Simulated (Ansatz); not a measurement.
Cost and result for the atomization energy of `C[C@H]1[SiH2][Si@@H]1F` (12 atoms, 12 bonds).

Z-matrix (Å, degrees):
```
C
C 1 1.516
H 1 1.094 2 111.6
H 1 1.093 2 111.4 3 -119.6
H 1 1.094 2 111.4 3 120.6
Si 2 1.930 1 124.9 3 69.6
Si 2 1.868 1 125.4 3 162.1
H 2 1.097 1 112.9 3 -60.6
H 6 1.483 2 115.5 1 -121.4
H 6 1.485 2 116.4 1 13.8
F 7 1.600 2 118.2 1 122.8
H 7 1.481 2 116.8 1 -10.0
```

The species carries charge 0 and has multiplicity 1. The structure was optimised at the PBE0-D4/def2-TZVP level. Program: Ansatz. All runs use 4 threads of an Arm Neoverse V2 on a shared host. Times are those of one run each, without the atoms' runs, and a repeat can differ threefold. Electronic energies, without spin–orbit coupling; frozen cores. CCSD(T)/CBS adds CCSD(T) − MP2 in def2-TZVPP to the MP2 limit, and its time is that of the two runs behind it. T1 = 0.012. B3LYP takes the VWN-RPA correlation (the form of Gaussian; ORCA's B3LYP/G).

CCSD(T)/CBS is a level of theory with its own doubt, some kJ/mol a heavy atom from the limit and from the frozen cores, so smaller differences don't rank the functionals.

```
                             level  functions  wall time
   PBE-D4/def2-TZVPP (with forces)        275        3 s
                PBE0-D4/def2-TZVPP        275      3.5 s
r2SCAN-D4/def2-TZVPP (with forces)        275        6 s
 B3LYP-D4/def2-TZVPP (with forces)        275        6 s
                 B2PLYP/def2-TZVPP        275        7 s
                ωB97X-V/def2-TZVPP        275      9.5 s
  ωB97M-V/def2-TZVPP (with forces)        275       14 s
                    MP2/def2-QZVPP        521       29 s
                CCSD(T)/def2-TZVPP        275    3.5 min
                 CCSD(T)/CBS(def2)          –      4 min
```

Q: What atomization energy does each give, and how far from CCSD(T)/CBS? (Estimate.)

A: Computed: 
```
                             level  atomization (kJ/mol)  difference from CCSD(T)/CBS  per bond
   PBE-D4/def2-TZVPP (with forces)                4360.0                         44.0       3.7
                PBE0-D4/def2-TZVPP                4310.4                         -5.6      -0.5
r2SCAN-D4/def2-TZVPP (with forces)                4327.9                         11.9       1.0
 B3LYP-D4/def2-TZVPP (with forces)                4300.4                        -15.6      -1.3
                 B2PLYP/def2-TZVPP                4256.2                        -59.8      -5.0
                ωB97X-V/def2-TZVPP                4334.7                         18.7       1.6
  ωB97M-V/def2-TZVPP (with forces)                4319.8                          3.8       0.3
                    MP2/def2-QZVPP                4320.0                          4.0       0.3
                CCSD(T)/def2-TZVPP                4204.3                       -111.7      -9.3
                 CCSD(T)/CBS(def2)                4316.0                          0.0       0.0
```

The D4 term adds +43.2 kJ/mol with B3LYP and +22.7 kJ/mol with PBE0; it sums over pairs of atoms, weighted by their polarisabilities, and B3LYP, whose exchange is more repulsive, gets the larger term. From PBE to PBE0 (25 % exact exchange), in def2-TZVPP and without D4, the atomization energy moves by −45.6 kJ/mol: exact exchange takes away binding that semilocal exchange gives to molecules. In def2-TZVPP, CCSD(T) changes the Hartree–Fock value by +984.5 kJ/mol (the triples alone add +56.2 kJ/mol) and MP2 by +1033.5 kJ/mol; breaking electron pairs costs correlation energy, which Hartree–Fock lacks.
